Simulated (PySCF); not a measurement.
propoxymethylsilane (C4H12OSi), SMILES CCCOC[SiH3].

Geometry: PBE-D3(BJ)/def2-SVP. Other conformers were not sampled.

The numbers are results of PBE-D3(BJ)/def2-SVP (PySCF), not measurements.

Frequencies are harmonic and unscaled.

Computed vibrational spectrum:
```tsv
mode	ν (cm⁻¹)	IR (km/mol)	moving atoms (share of kinetic energy)
1	57	0.0	C 39 %, H 39 %, Si 13 %, O 9 %
2	76	1.2	H 48 %, C 26 %, O 22 %
3	112	0.7	H 30 %, C 27 %, O 22 %, Si 21 %
4	158	0.6	H 54 %, C 32 %, O 13 %
5	172	2.6	H 70 %, O 20 %, C 11 %
6	223	1.7	H 68 %, C 20 %, O 9 %
7	311	1.8	H 47 %, C 31 %, O 15 %
8	322	1.0	C 38 %, H 28 %, O 18 %, Si 16 %
9	461	1.5	C 48 %, H 43 %
10	499	11.8	H 95 %
11	586	29.4	H 66 %, Si 14 %, C 11 %, O 9 %
12	733	14.5	C 45 %, H 42 %, Si 13 %
13	749	4.0	H 75 %, C 20 %
14	841	26.4	H 69 %, C 24 %
15	879	210.1	H 84 %, Si 10 %
16	886	19.0	C 54 %, H 43 %
17	896	0.9	H 81 %, C 17 %
18	906	34.0	H 97 %
19	914	28.3	H 93 %
20	944	23.1	H 51 %, C 31 %, O 18 %
21	1053	13.7	C 50 %, H 36 %, O 14 %
22	1096	16.3	C 53 %, H 39 %
23	1129	5.9	H 51 %, C 46 %
24	1143	173.7	O 46 %, C 45 %, H 9 %
25	1191	8.5	H 89 %
26	1220	5.1	H 85 %, C 11 %
27	1241	4.0	H 75 %, C 23 %
28	1259	8.9	H 82 %, C 16 %
29	1311	4.6	H 75 %, C 24 %
30	1348	6.5	H 67 %, C 33 %
31	1362	23.0	H 69 %, C 30 %
32	1399	3.8	H 92 %, C 8 %
33	1413	16.0	H 94 %
34	1418	2.1	H 93 %
35	1433	6.0	H 93 %
36	1450	5.7	H 92 %
37	2160	88.6	H 98 %
38	2176	79.0	H 97 %
39	2183	99.8	H 96 %
40	2863	27.3	H 95 %
41	2874	77.8	H 95 %
42	2901	83.1	H 91 %, C 9 %
43	2911	15.9	H 90 %, C 10 %
44	2972	20.5	H 97 %
45	2976	33.0	H 94 %
46	3022	14.2	H 91 %, C 9 %
47	3057	28.3	H 91 %, C 9 %
48	3076	16.7	H 91 %, C 9 %
```
